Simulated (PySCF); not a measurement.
Species: C6H4F2O2.
Numbering: `[O:1]=[c:2]1[cH:3][c:4]([CH:5]([F:6])[F:7])[cH:8][cH:9][o:10]1` (hydrogens: H11 on C3; H12 on C5; H13 on C8; H14 on C9)

Cartesian coordinates in Å at the GFN2-xTB level; atoms count from 1:
```
atom  x, y, z in Å
O1     2.661   -1.618    0.752
C2     1.818   -0.831    0.422
C3     0.387   -1.077    0.367
C4    -0.472   -0.113   -0.033
C5    -1.962   -0.339   -0.107
F6    -2.618    0.581    0.643
F7    -2.318   -1.550    0.366
C8     0.023    1.175   -0.400
C9     1.355    1.374   -0.328
O10    2.221    0.442    0.050
H11    0.058   -2.060    0.664
H12   -2.342   -0.252   -1.140
H13   -0.649    1.958   -0.703
H14    1.837    2.310   -0.575
```

Computed, not measured: TDDFT PBE0/def2-SVPD, vertical, gas phase, core orbitals frozen in the response in PySCF.

Question: List the vertical singlet excitations with oscillator strengths and describe the spectrum.

Answer: 

| state | E (eV) | ν̃ (cm⁻¹) | f | \|μ\| (D) | main configurations (H = HOMO, L = LUMO) |
| --- | --- | --- | --- | --- | --- |
| S1 | 4.49 | 36190 | 0.120 | 2.65 | H→L (97%) |
| S2 | 4.60 | 37080 | 0.0010 | 0.24 | H-1→L (95%) |
| S3 | 6.09 | 49160 | 0.085 | 1.92 | H→L+1 (76%), H-2→L (16%) |
| S4 | 6.15 | 49620 | 0.0078 | 0.58 | H-1→L+1 (82%) |
| S5 | 6.74 | 54360 | 0.016 | 0.79 | H→L+2 (59%), H-3→L (28%) |
| S6 | 6.75 | 54420 | 0.011 | 0.65 | H-3→L (50%), H→L+2 (37%) |

Triplets (Tamm–Dancoff): T1 2.85 eV, H→L (96%); T2 4.26 eV, H-1→L (90%).

The lowest singlet comes at 276 nm (433 kJ/mol) in the ultraviolet; it is of moderate strength; its leading configuration is HOMO→LUMO (97%). The lowest level is also the most intense of those listed (f = 0.120). S5/S6 lie within about 0.01 eV of each other. Löwdin shares by element: HOMO carbon 54% or more, oxygen 19% or more (atoms not listed hold the other 27%); LUMO carbon 56% or more, oxygen 11% or more (atoms not listed hold the other 33%). The listed states span 2.26 eV, and the widest gap between neighbours is 1.50 eV (S2 to S3). Weighted by f, the mean energy of these states is 5.36 eV. Orbital energies (eV): HOMO-3 -10.54, HOMO-2 -10.09, HOMO-1 -8.47, HOMO -7.48, LUMO -2.32, LUMO+1 -0.58, LUMO+2 0.39. The window holds the lowest 6 singlets.

One conformer stands for the species.
